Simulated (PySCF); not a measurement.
Isomers of C6H12N2. Level of theory: TDDFT PBE0/def2-SVPD, vertical, gas phase, core orbitals frozen in the response (PySCF). Geometries: GFN2-xTB; one conformer of each isolated species. Triplets are in the Tamm–Dancoff approximation.

A. `[C@@]12([C@@H](C2)CN)[C@H](C1)N`
B. `N(=C/C)/N(CC=C)C`
C. `[H]/N=C/C1(N(C)C)CC1`

Lowest singlet levels (six at most, fewer where fewer were computed) with oscillator strengths:

1. 4.55 eV (f 0.011); 5.47 eV (f 0.009); 5.70 eV (f 0.137); 5.79 eV (f 0.009); 6.05 eV (f 0.023); 6.07 eV (f 0.095); T1 3.80 eV
2. 4.58 eV (f 0.001); 5.50 eV (f 0.001); 5.82 eV (f 0.018); 6.52 eV (f 0.052); 6.58 eV (f 0.000); 6.61 eV (f 0.138); T1 4.12 eV
3. 5.89 eV (f 0.024); 6.21 eV (f 0.029); 6.50 eV (f 0.007); 6.64 eV (f 0.008); 6.68 eV (f 0.004); 6.84 eV (f 0.013); T1 5.67 eV

Question: Which spectrum belongs to which structure?

Answer: 1 = B, 2 = C, 3 = A.
- A: S1 at 5.89 eV, HOMO→LUMO (84%), HOMO→LUMO+1 (10%); Löwdin shares by element: HOMO nitrogen 47%, carbon 27% or more (atoms not listed hold the other 26%); LUMO hydrogen 18% or more, carbon 17% or more (atoms not listed hold the other 65%); HOMO -6.43 and LUMO 0.61 eV.
- B: S1 at 4.55 eV, HOMO→LUMO (99%); Löwdin shares by element: HOMO nitrogen 51%, carbon 26% or more (atoms not listed hold the other 23%); LUMO carbon 72% or more, hydrogen 7% or more (atoms not listed hold the other 22%); HOMO -5.72 and LUMO -0.05 eV.
- C: S1 at 4.58 eV, HOMO→LUMO (94%); Löwdin shares by element: HOMO nitrogen 55%, carbon 15% or more (atoms not listed hold the other 30%); LUMO carbon 43% or more, nitrogen 32% or more, hydrogen 6% or more (atoms not listed hold the other 19%); HOMO -6.23 and LUMO -0.29 eV.
B and C have S1 within 0.04 eV of each other; their strongest listed levels stand at 5.70 eV (f 0.137) and 6.61 eV (f 0.138).
